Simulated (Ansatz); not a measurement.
Task: Name a neutral molecule of C, Cl, F, N, Ti and H with HOMO–LUMO gap (PBE/def2-TZVPP) between 3.35 and 3.65 eV and HOMO energy (B3LYP/def2-TZVPP) between -7.40 and -7.10 eV (Ansatz, PBE0-D4/def2-TZVP geometry).

Result: `[CH3][Ti]1234([NH2])([Cl])[C@@H]5[C@H]1[C@H]2[C@@]3(F)[C@@H]54` (3.36 eV, -7.25 eV). Other molecules can fit too; these were computed, each in one conformer that needn't be the lowest.

B3LYP here is the variant with VWN-RPA as its local correlation; programs differ in this.
